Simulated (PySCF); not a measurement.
IK, triplet, at the geometry of the source list (a higher spin typed on purpose: for a closed-shell molecule this is an excited state) (all electrons, no relativity) (in this run its highest filled SCF level lies above zero, so its values depend strongly on the basis, on diffuse functions most of all). Base run: B3LYP/STO-3G (PySCF).

Here is a job for PySCF.
```python
from pyscf import gto, scf, dft

mol = gto.M(
    atom='''
K    -1.05890000   -0.75220000   -0.90220000
I     1.05890000    0.75220000    0.90220000
''',
    basis='sto-3g',
    spin=2,
    verbose=4,
)

mf = dft.UKS(mol)
mf.xc = 'b3lyp'
mf.kernel()
mo_i, mo_e, stable_i, stable_e = mf.stability(internal=True, external=False, return_status=True, nroots=6, tol=1e-6)
print('internally stable:', stable_i, ' externally stable:', stable_e)
if not stable_i:
    umf = mf.copy()
    umf.scf_summary = {}
    umf.kernel(umf.make_rdm1(mo_i, mf.mo_occ))
```

The bond that is stretched is that between atoms 2 and 1. A test that says stable can miss a lower solution.

Variants of this job, named by their change:

| change | ΔE vs base (eV) | <S^2> | stability test says |
|---|---|---|---|
| base | 0.00 | 2.000 | internally stable (external not tested) |
| bond × 1.25 | -0.21 | 2.000 | internally stable (external not tested) |
| bond × 1.5 | -0.10 | 2.000 | internally stable (external not tested) |
| bond × 1.8 | -0.07 | 2.000 | internally stable (external not tested) |
| bond × 2.2 | -0.07 | 2.000 | internally stable (external not tested) |
| bond × 3.0 | -0.07 | 2.000 | internal instability |

On stretching, the SCF can end on different states; <S^2> shows the spin contamination of each.
